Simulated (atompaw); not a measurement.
**Reading a pseudo-wave (S)**

Columns: radius, all-electron u(r) and pseudo u(r) of the 3s shell (level -17.14 eV) of sulfur in the configuration [Ne] 3s2 3p4; PBE, non-relativistic, PAW (atompaw) scheme, atompaw 4.2.0.5.

| r (bohr) | all-electron | pseudo |
| --- | --- | --- |
| 0.056 | 0.2148 | 0.0103 |
| 0.112 | 0.0664 | 0.0217 |
| 0.167 | -0.1368 | 0.0350 |
| 0.223 | -0.2976 | 0.0516 |
| 0.279 | -0.3858 | 0.0723 |
| 0.335 | -0.4057 | 0.0975 |
| 0.390 | -0.3724 | 0.1272 |
| 0.446 | -0.3003 | 0.1626 |
| 0.502 | -0.2033 | 0.2031 |
| 0.558 | -0.0927 | 0.2484 |
| 0.613 | 0.0211 | 0.2970 |
| 0.669 | 0.1361 | 0.3498 |
| 0.725 | 0.2460 | 0.4050 |
| 0.781 | 0.3482 | 0.4615 |
| 0.837 | 0.4407 | 0.5178 |
| 0.892 | 0.5216 | 0.5718 |
| 0.948 | 0.5935 | 0.6241 |
| 1.004 | 0.6552 | 0.6724 |
| 1.060 | 0.7070 | 0.7157 |
| 1.115 | 0.7486 | 0.7525 |
| 1.171 | 0.7820 | 0.7834 |
| 1.227 | 0.8072 | 0.8076 |
| 1.283 | 0.8249 | 0.8249 |
| 1.338 | 0.8356 | 0.8356 |
| 1.394 | 0.8405 | 0.8405 |
| 1.450 | 0.8401 | 0.8401 |

Problem. How many radial nodes do the two functions have?

Solution. The all-electron 3s function has n − l − 1 = 2; the pseudo-wave has 0, since the states of the same l below it are removed with the core.

Problem. Is the pseudo-wave norm-conserving?

Solution. No, it belongs to a PAW set: the norm inside the radius is not constrained, and the difference is carried by the augmentation charge.
